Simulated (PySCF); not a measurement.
CH₇ClOSi₂, SMILES C[SiH2][Si@@H](O)Cl. Geometry: PBE-D3(BJ)/def2-SVP. The structure was generated by enumeration; whether it is a known compound was not checked. Other conformers were not sampled.

Computed equilibrium geometry at PBE-D3(BJ)/def2-SVP (PySCF confirms it by a frequency run) as a Z-matrix (one conformer of several):
```
Si
H 1 1.5062
H 1 1.5071 2 108.11
C 1 1.8941 2 111.07 3 122.53
H 4 1.1083 1 109.77 2 62.94
H 4 1.1083 5 108.22 1 -121.24
H 4 1.1085 5 108.57 6 -117.31
Si 1 2.3427 2 107.15 3 -116.43
O 8 1.6805 1 105.43 2 -68.53
H 9 0.9743 8 115.61 1 -176.53
H 8 1.5082 9 110.61 10 -50.76
Cl 8 2.0997 11 105.08 9 -120.02
```
